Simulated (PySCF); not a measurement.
A PySCF script (with the pyscf-properties extension) for the NMR shieldings of SMILES [NH3+][AlH2-][C@@]1(F)CC[C@@H]1F, C$_{4}$H$_{10}$AlF$_{2}$N, on a GFN2-xTB geometry:

```python
import basis_set_exchange as bse
import numpy as np
from pyscf import gto, dft
from pyscf.prop import nmr

atoms = """
N     2.346646    0.092126   -1.403447
Al    1.729090   -0.315314    0.521957
C    -0.272060   -0.110581    0.197448
F     0.158898   -1.253593   -0.630605
C    -1.661005   -0.481174    0.750716
C    -2.322815    0.159739   -0.480436
C    -0.996788    0.858909   -0.759697
F    -0.545472    0.867809   -2.068358
H     2.633285   -0.788582   -1.829891
H     3.118838    0.749921   -1.471013
H     1.571233    0.455272   -1.959707
H     2.279485   -1.745518    0.742771
H     2.342475    0.897769    1.267916
H    -1.823751   -1.546896    0.890077
H    -1.876422    0.045494    1.677743
H    -2.548128   -0.572327   -1.253434
H    -3.189904    0.797480   -0.317853
H    -0.952363    1.895783   -0.415364
"""
names = dict.fromkeys(["N", "Al", "C", "F", "H"], "pcSseg-1")
basis = {el: gto.basis.parse(bse.get_basis(n, elements=[el], fmt="nwchem")) for el, n in names.items()}
mol = gto.M(atom=atoms, basis=basis, charge=0, verbose=0)
mf = dft.RKS(mol, xc="PBE0")
mf.grids.level = 2
mf.grids.alignment = dft.numint.BLKSIZE   # the property module wants whole blocks of grid points
mf.conv_tol = 1e-9
mf.kernel()

calc = nmr.RKS(mf)   # GIAO
C = mf.mo_coeff
Co = C[:, mf.mo_occ > 0]
resp = mf.gen_response(singlet=True, hermi=2)
def vind(x):   # induced exchange potential for any number of trial vectors
    d = np.einsum("pi,xij,qj->xpq", C, 2 * x.reshape(-1, C.shape[1], Co.shape[1]), Co, optimize=True)
    return np.einsum("xpq,pi,qj->xij", resp(d - d.transpose(0, 2, 1)), C, Co, optimize=True).ravel()
mo1, _ = nmr.rhf.solve_mo1(calc, with_cphf=vind)
sigma = calc.kernel(mo1)
for i, s in enumerate(sigma):   # ppm
    print("%2d %-2s %9.2f" % (i, mol.atom_pure_symbol(i), np.trace(s) / 3))
```

Q: Give the expected output.

A: 
```
 0 N     238.19
 1 Al    446.35
 2 C      60.11
 3 F     381.75
 4 C     160.26
 5 C     152.98
 6 C      93.37
 7 F     379.24
 8 H      29.35
 9 H      29.96
10 H      28.40
11 H      27.66
12 H      27.42
13 H      29.40
14 H      29.59
15 H      28.49
16 H      28.97
17 H      26.50
```

These numbers come from an equivalent density-fitted implementation of the same equations, which agrees with the script to about 0.01 ppm for H and up to a few tenths of a ppm for heavy atoms, so last digits may differ.

Size and cost of the density-fitted run: 193 basis functions, 36 s wall time on 1 thread of an Arm Neoverse V2, shared host; peak memory 0.86 GiB.
